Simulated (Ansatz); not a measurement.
ClF2GeHS (`[F][Ge]([F])([SH])[Cl]`), relaxed with RKS PBE-D4/def2-SVP in Ansatz 0.2.0 from a rough embedded geometry. The force threshold is 0.03 eV/Å; the program also tests the step.

Charge 0, multiplicity 1.

Start:

```xyz
6

F    -0.031   -2.223   -0.109
Ge    0.093   -0.445    0.206
F     1.704   -0.066    0.840
S    -0.280    0.673   -1.622
Cl   -1.407    0.116    1.680
H    -0.079    1.945   -0.995
```

| step | energy (eV) | largest force (eV/Å) | largest move (Å) |
| --- | --- | --- | --- |
| 1 | -85287.9861 | 1.358 | 0.000 |
| 2 | -85288.1190 | 0.970 | 0.145 |
| 3 | -85288.1760 | 0.514 | 0.051 |
| 4 | -85288.1902 | 0.101 | 0.022 |
| 5 | -85288.1908 | 0.037 | 0.007 |
| 6 | -85288.1910 | 0.016 | 0.011 |
| 7 | -85288.1912 | 0.027 | 0.012 |
| 8 | -85288.1917 | 0.077 | 0.061 |
| 9 | -85288.1924 | 0.064 | 0.055 |
| 10 | -85288.1937 | 0.017 | 0.037 |
| 11 (rejected) | -85288.1929 | 0.243 | 0.092 |
| 12 | -85288.1941 | 0.048 | 0.045 |
| 13 | -85288.1941 | 0.142 | 0.049 |
| 14 | -85288.1945 | 0.054 | 0.005 |
| 15 | -85288.1948 | 0.003 | 0.029 |

End:

```xyz
6

F    -0.051   -2.097   -0.132
Ge    0.119   -0.401    0.203
F     1.694   -0.252    0.927
S    -0.073    0.711   -1.689
Cl   -1.303    0.188    1.698
H    -0.386    1.851   -1.008
```

It took 8 s on 4 threads of a server CPU on a shared host, with 0.18 GiB of host memory at the peak.
